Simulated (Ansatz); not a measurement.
Gas-phase electronic energies from Ansatz, PBE0-D4/def2-TZVP geometries. CCSD(T)/CBS is the MP2 limit (def2-TZVPP, def2-QZVPP) plus CCSD(T) − MP2 in def2-TZVPP, frozen cores. This one scheme is used for every species. Functionals use def2-TZVPP. For Ge outer-core shells are correlated without core-valence functions, which leaves a few kJ/mol of doubt a bond. Scalar relativity is left out up to krypton.

Consider the germylene formation by 1,1-elimination: `[CH3][GeH2][Cl]` → `CCl` + `[GeH2]`.

(1) Is it downhill or uphill in electronic energy at CCSD(T)/CBS, and by how much? (Best estimate.)

(2) What do these levels give: PBE-D4, revPBE-D4, BLYP-D4, ωB97M-V, B2PLYP, revPBE, BHLYP, MP2/def2-SVP, HF/def2-TZVPP, SCS-MP2/def2-TZVPP, CCSD/def2-TZVPP, HF/def2-QZVPP? (An estimate is asked.)

(3) What do rigid-rotor, harmonic-oscillator terms from PBE0-D4/def2-TZVP frequencies (298.15 K, 1 bar) make of the CCSD(T)/CBS value? (An estimate is asked.)

Largest T1 diagnostic among the species: 0.012.

## Answers

(1) The calculation gave: Uphill: ΔE = +305.1 kJ/mol.

(2) The calculation gave: PBE-D4 295.7, revPBE-D4 286.0, BLYP-D4 270.7, ωB97M-V 296.6, B2PLYP 296.3, revPBE 271.8, BHLYP 291.6, MP2/def2-SVP 320.2, HF/def2-TZVPP 283.9, SCS-MP2/def2-TZVPP 313.8, CCSD/def2-TZVPP 306.1, HF/def2-QZVPP 282.5 kJ/mol.

(3) Computed: ΔZPE = -13.2 kJ/mol, ΔH = +296.0 kJ/mol, ΔS = 141 J/(mol·K), ΔG = +253.8 kJ/mol.

The D4 term adds +11.3 kJ/mol with B3LYP and +6.1 kJ/mol with PBE0; it sums over pairs of atoms, weighted by their polarisabilities, and B3LYP, whose exchange is more repulsive, gets the larger term. From PBE to PBE0 (25 % exact exchange), in def2-TZVPP and without D4, ΔE moves by +14.6 kJ/mol.

B3LYP here is the variant with VWN-RPA as its local correlation; programs differ in this.
